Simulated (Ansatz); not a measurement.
One change: `N[Si](O)(Cl)Cl` becomes `O[SiH](Cl)[Si](O)(Cl)Cl`.

Ansatz, PBE0-D4/def2-TZVP geometries, multiplicity 1. Each molecule was computed in one conformer, which needn't be the lowest.

```json
{"property": "LUMO energy (PBE/def2-TZVPP) / eV", "`N[Si](O)(Cl)Cl`": "-0.48"}
{"property": "HOMO energy (B3LYP/def2-TZVPP) / eV", "`N[Si](O)(Cl)Cl`": "-7.95"}
{"property": "HOMO energy (PBE/def2-TZVPP) / eV", "`N[Si](O)(Cl)Cl`": "-6.72"}
{"property": "HOMO energy (PBE0/def2-TZVPP) / eV", "`N[Si](O)(Cl)Cl`": "-8.22"}
{"property": "HOMO energy (ωB97M-V/def2-TZVPP) / eV", "`N[Si](O)(Cl)Cl`": "-10.56"}
{"property": "size of the dipole moment (ωB97M-V/def2-TZVPP) / D", "`N[Si](O)(Cl)Cl`": "2.90"}
```

(1) Give the same properties after the change, and the shifts. (Estimate.)

Results:

(1) Computed: 
| property | `O[SiH](Cl)[Si](O)(Cl)Cl` | shift |
| --- | --- | --- |
| LUMO energy (PBE/def2-TZVPP) / eV | -1.53 | -1.05 |
| HOMO energy (B3LYP/def2-TZVPP) / eV | -8.08 | -0.13 |
| HOMO energy (PBE/def2-TZVPP) / eV | -7.02 | -0.30 |
| HOMO energy (PBE0/def2-TZVPP) / eV | -8.28 | -0.06 |
| HOMO energy (ωB97M-V/def2-TZVPP) / eV | -10.32 | 0.24 |
| size of the dipole moment (ωB97M-V/def2-TZVPP) / D | 1.86 | -1.04 |

With PBE0 the HOMO falls by 0.06 eV and the LUMO falls by 1.12 eV, so the gap narrows by about 1.06 eV. PBE moves the HOMO by -0.30 eV and ωB97M-V by 0.24 eV. Dipoles are sizes alone; their direction can turn.

B3LYP here is the variant with VWN-RPA as its local correlation; programs differ in this.
